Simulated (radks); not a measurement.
Valence configurations of the silver ion Ag+ (all share [Kr]). All-electron calculation, scalar-relativistic Kohn-Sham, PBE, spin-polarised, spherical densities, point nucleus; open shells are filled with parallel spins first (spin-orbit coupling, left out, can overturn this in heavy ions). Program: a radial shooting solver on a logarithmic mesh with Libxc functionals. Order these by energy: 4d6 5s2 5p2; 4d9 5s0.5 5p0.5; 4d9 5p1; 4d8 5p2; 4d10; 4d9.5 5s0.5; 4d8 5s2; 4d9 5s1; 4d9.5 5p0.5.

Answer. From the lowest, in eV above it: 4d10 0.000; 4d9.5 5s0.5 2.296; 4d9 5s1 4.861; 4d9.5 5p0.5 4.933; 4d9 5s0.5 5p0.5 7.660; 4d9 5p1 10.490; 4d8 5s2 12.283; 4d8 5p2 23.520; 4d6 5s2 5p2 45.468. NIST lists [Kr] 4d10 as the ground configuration; this level of theory agrees among the configurations tried. The energies are those of spherical high-spin densities, not of single terms.
